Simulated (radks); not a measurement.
The table gives one normalised radial function P(r) = r R(r) of Bi in [Xe] 4f13.5 5d10 6s2 6p3.5 (r in bohr). Calculated with a radial shooting solver on a logarithmic mesh with Libxc functionals: scalar-relativistic Kohn-Sham, PBE, spin-polarised, spherical densities, point nucleus; open shells are filled with parallel spins first (spin-orbit coupling, left out, can overturn this in heavy ions).

r	P
0.001785	0.0001
0.002439	0.0001
0.003305	0.0003
0.004516	0.0007
0.00612	0.0016
0.008361	0.0035
0.01133	0.0077
0.01548	0.0169
0.02115	0.0356
0.02866	0.0700
0.03916	0.1304
0.05307	0.2168
0.0725	0.3158
0.09825	0.3651
0.1342	0.2718
0.1834	-0.0237
0.2485	-0.3885
0.3395	-0.5260
0.4601	-0.1969
0.6286	0.4565
0.852	0.9515
1.164	0.9947
1.59	0.6774
2.155	0.3255
2.944	0.1043
3.99	0.0220
5.451	0.0025
7.387	0.0001
10.09	0.0000

Which n and l does it have? It may be an empty orbital.

Answer. n = 5, l = 2: the number of nodes gives n - l - 1 = 2, the rise at small r (about r^(l+1), flatter next to the nucleus through relativity) gives l, and the extent must fit the shell. The curve is that of 5d down; the table hardly tells the two spins apart. 5d down: eigenvalue -29.837 eV, 2 radial nodes at r = 0.180, 0.509 bohr, <r> = 1.20 bohr, 90 % of the charge inside 1.80 bohr.
